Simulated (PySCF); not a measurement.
Ge(F)2(Br)(OH) (BrF2GeHO), SMILES [F][Ge]([F])([Br])[OH].

Geometry optimised at PBE0-D3(BJ)/def2-SVP. The structure was generated by enumeration, and PubChem lists no compound with its InChIKey, so it may never have been made. One conformer was computed; it need not be the lowest.

Two levels are set side by side: PBE/def2-TZVP (PySCF) and r2SCAN/def2-TZVP (PySCF). Same geometry, gas phase. Differences are taken from unrounded values.

| quantity | r2SCAN |
|---|---|
| orbital gap (eV) | 6.16 |
| highest occupied level (eV) | -8.47 |
| lowest empty level (eV) | -2.31 |
| dipole moment (D) | 1.17 |
| mean polarisability (bohr³) | 47.4 |

Task: What does PBE give, and how far is it from r2SCAN? (An estimate is asked for; the answer gives what the named calculation found.)

Result: 
```csv
quantity,PBE,PBE minus r2SCAN
orbital gap (eV),5.46,-0.70
highest occupied level (eV),-8.08,0.39
lowest empty level (eV),-2.62,-0.31
dipole moment (D),1.15,-0.03
mean polarisability (bohr³),49.1,1.8
```

Rough cost on one machine, each run with all the roots and properties that it gave: r2SCAN against PBE about 3 times.
